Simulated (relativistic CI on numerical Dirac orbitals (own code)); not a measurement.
**Fe+ in a cubic cluster: L2,3 absorption with charge transfer**

Computed with a charge-transfer multiplet model of a cubic metal-ligand cluster with up to 3 ligand holes, Slater and spin-orbit integrals from Dirac-Coulomb-Breit ions, Slater integrals scaled by 0.7. The parameters are those of a tetrahedral site (10Dq negative, t2 hopping the larger). The ground state mixes d7 with configurations of k ligand holes L, whose averages lie at kΔ + k(k − 1)U_dd/2; a core hole lowers each added d electron by U_cd. 300 K, Lorentzian 0.4 eV and Gaussian 0.3 eV FWHM.

Atomic integrals in eV (Slater integrals scaled, ζ unscaled), ground: F2dd 6.782, F4dd 4.176, zeta_d 0.042; with the core hole: F2dd 7.386, F4dd 4.556, zeta_d 0.059, zeta_core 8.141, F2cd 4.321, G1cd 3.173, G3cd 1.802.

Cluster parameters (eV): Δ = 7.8, U_dd = 5.6, 10Dq = -0.25, 10Dq(ligand) = 0, V(eg) = 1.12, V(t2g) = -1.91, final-state hopping factor = 1.

```tsv
Case	n_d	d7	d8L	d9L2	d10L3	S
U_cd = 6 eV	7.11	0.89	0.11	0.00	0.00	1.50
U_cd = 7.2 eV	7.11	0.89	0.11	0.00	0.00	1.50
U_cd = 7.8 eV	7.11	0.89	0.11	0.00	0.00	1.50
U_cd = 8.4 eV	7.11	0.89	0.11	0.00	0.00	1.50
U_cd = 9 eV	7.11	0.89	0.11	0.00	0.00	1.50
```

Weights, n_d and S are thermal averages at 300 K. Photon energies count from the first peak over 30 % of the highest in each spectrum, which can be another peak from case to case. The parameters are a model scan and need not match a compound or its usual spin state. Peaks in eV (height, largest 100):
- U_cd = 6 eV: 0.0 (100), 12.9 (51), 14.2 (13)
- U_cd = 7.2 eV: 0.0 (100), 12.9 (49), 14.2 (12)
- U_cd = 7.8 eV: 0.0 (100), 12.9 (48), 14.2 (11)
- U_cd = 8.4 eV: 0.0 (100), 12.9 (47), 14.2 (11)
- U_cd = 9 eV: 0.0 (100), 12.9 (46), 14.2 (10)

For the case U_cd = 7.2 eV, Δ = 7.8 eV is larger than U_dd = 5.6 eV, the Mott-Hubbard side of the Zaanen-Sawatzky-Allen scheme. With the core hole the configuration with one ligand hole lies at Δ + U_dd − U_cd = 7.4, 6.2, 5.6, 5.0, 4.4 eV from the one without, in the order of the table; where this is negative the screened configuration lies lower.
